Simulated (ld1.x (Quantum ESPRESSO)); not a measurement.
Reading a pseudo-wave (O)

Columns: radius, all-electron u(r) and pseudo u(r) of the 2p shell (level -9.25 eV) of oxygen in the configuration [He] 2s1.5 2p4.5; PBE, non-relativistic, TM scheme, ld1.x (Quantum ESPRESSO) 7.5.

| r (bohr) | all-electron | pseudo |
| --- | --- | --- |
| 0.103 | 0.1083 | 0.0318 |
| 0.205 | 0.3002 | 0.1214 |
| 0.308 | 0.4850 | 0.2575 |
| 0.410 | 0.6305 | 0.4179 |
| 0.513 | 0.7357 | 0.5828 |
| 0.615 | 0.8022 | 0.7275 |
| 0.718 | 0.8373 | 0.8380 |
| 0.820 | 0.8472 | 0.9039 |
| 0.923 | 0.8388 | 0.9265 |
| 1.025 | 0.8175 | 0.9124 |
| 1.128 | 0.7872 | 0.8722 |
| 1.230 | 0.7516 | 0.8178 |
| 1.332 | 0.7127 | 0.7581 |
| 1.435 | 0.6720 | 0.6989 |
| 1.538 | 0.6309 | 0.6445 |
| 1.640 | 0.5908 | 0.5963 |
| 1.743 | 0.5513 | 0.5530 |
| 1.845 | 0.5138 | 0.5141 |
| 1.948 | 0.4776 | 0.4776 |
| 2.050 | 0.4437 | 0.4437 |
| 2.153 | 0.4114 | 0.4114 |
| 2.255 | 0.3814 | 0.3814 |
| 2.358 | 0.3530 | 0.3530 |
| 2.460 | 0.3268 | 0.3268 |
| 2.562 | 0.3023 | 0.3023 |
| 2.665 | 0.2794 | 0.2794 |

(1) How many radial nodes do the two functions have?

(2) At about which radius was the pseudo-wave matched?

(3) Where does each function peak?

(4) Is the pseudo-wave norm-conserving?

## Answers

(1) The all-electron 2p function has n − l − 1 = 0; the pseudo-wave has 0.

(2) 2.05 bohr. The columns agree to 0.0005 from 1.84 bohr on; several derivatives are matched, so the curves merge somewhat inside the radius.

(3) Outermost all-electron maximum near 0.82 bohr, pseudo maximum near 0.92 bohr (to the table’s step).

(4) Yes: the TM scheme keeps the norm inside the radius equal to the all-electron one, which fixes the energy derivative of the logarithmic derivative at the level.
